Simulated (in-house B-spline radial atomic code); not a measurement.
Successive ionisation energies of thallium; each step leads to the configuration of the next row (after the last: [Ne] 3s1). NIST's values go from ground level to ground level; the uncertainty of those that are theory runs from under 0.1 % in few-electron ions to several per cent in heavy many-electron ones. Computed with a radial B-spline atomic code at the basis-set limit: non-relativistic Hartree-Fock, average of the configuration, point nuclei.

This level leaves out relativity, spin-orbit splitting included, which matters for heavy ions.

```
  ion  configuration  ionisation energy (eV)  tabulated value (eV)    tabulated kind  computed minus tabulated (eV)  highest orbital  largest mean radius (bohr)
Tl64+   [Ne] 3s2 3p5                  7149.3                  7281  tabulated theory                           -132               3p                     0.18344
Tl65+   [Ne] 3s2 3p4                       ?                     ?  tabulated theory                              ?                ?                           ?
Tl66+   [Ne] 3s2 3p3                  7418.7                  7570  tabulated theory                           -151               3p                     0.18223
Tl67+   [Ne] 3s2 3p2                  7554.6                  8260  tabulated theory                           -705               3p                     0.18163
Tl68+   [Ne] 3s2 3p1                       ?                     ?  tabulated theory                              ?                ?                           ?
Tl69+       [Ne] 3s2                  7950.2                  8730  tabulated theory                           -780               3s                     0.18044
```

Q: Fill in the row of Tl65+.

A: ionisation energy (eV): 7283.6; tabulated value (eV): 7430; computed minus tabulated (eV): -146; highest orbital: 3p; largest mean radius (bohr): 0.18283.

Q: Fill in the row of Tl68+.

A: ionisation energy (eV): 7691.4; tabulated value (eV): 8420; computed minus tabulated (eV): -729; highest orbital: 3p; largest mean radius (bohr): 0.18103.
